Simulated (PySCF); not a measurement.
## Electron correlation in Pd (palladium, neutral)

[Kr] 4d10, closed-shell 1S. Calculation: PySCF 2.14, in def2-TZVPPD with the def2 core potential (28 electrons) (6s4p3d2f1g, 56 functions); a scalar-relativistic core potential. Frozen: nothing; 18 electrons correlated.

```
  level  correlation energy (mhartree)
   CCSD                        -601.95
    (T)                         -19.29
CCSD(T)                        -621.24
```

Diagnostics: T1 = 0.0077, D1 = 0.0145, largest double amplitude 0.024.

Task: Is a single reference adequate?

Result: Yes, within this model without spin-orbit coupling: T1 lies below 0.03 and no double amplitude reaches 0.07.

The basis has no tight functions for the innermost shells, so their pair energies are far from complete.

This basis was not built for core-valence correlation, so the inner-shell part is incomplete.
